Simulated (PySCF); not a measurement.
SMILES [Cl][Ge]([Cl])([Cl])[NH]B(O)O (H₃BCl₃GeNO₂), CAM-B3LYP/def2-SVP optimised geometry.

```
11

Ge    -0.72    -1.00     0.00
Cl    -1.44     1.00     0.00
Cl    -1.32    -1.92     1.83
Cl     1.44    -1.00     0.00
N     -1.29    -1.85    -1.46
B     -0.75    -3.00    -2.15
O     -1.55    -3.60    -3.07
O      0.50    -3.50    -1.93
H     -2.22    -1.57    -1.78
H     -1.11    -4.33    -3.51
H      1.08    -2.96    -1.37
```

Density from PySCF with CAM-B3LYP/def2-TZVP at that geometry.

Minimum of the electron density along straight lines between bonded atoms, close to the bond critical point (lines longer than 1.1 times the sum of covalent radii, or with two minima, are not listed):

| bond | length / Å | ρ at the minimum / e bohr⁻³ | ∇²ρ there / e bohr⁻⁵ | position (fraction from the first atom) |
|---|---|---|---|---|
| Ge1–Cl2 | 2.132 | 0.111 | 0.16 | 0.43 |
| Ge1–Cl3 | 2.137 | 0.110 | 0.16 | 0.43 |
| Ge1–Cl4 | 2.152 | 0.107 | 0.15 | 0.43 |
| Ge1–N5 | 1.789 | 0.156 | 0.48 | 0.47 |
| N5–B6 | 1.446 | 0.195 | 0.36 | 0.67 |
| B6–O7 | 1.360 | 0.215 | 0.86 | 0.33 |
| B6–O8 | 1.359 | 0.214 | 0.88 | 0.33 |
| N5–H9 | 1.017 | 0.328 | -1.62 | 0.74 |
| O7–H10 | 0.964 | 0.354 | -2.42 | 0.81 |
| O8–H11 | 0.965 | 0.352 | -2.42 | 0.81 |
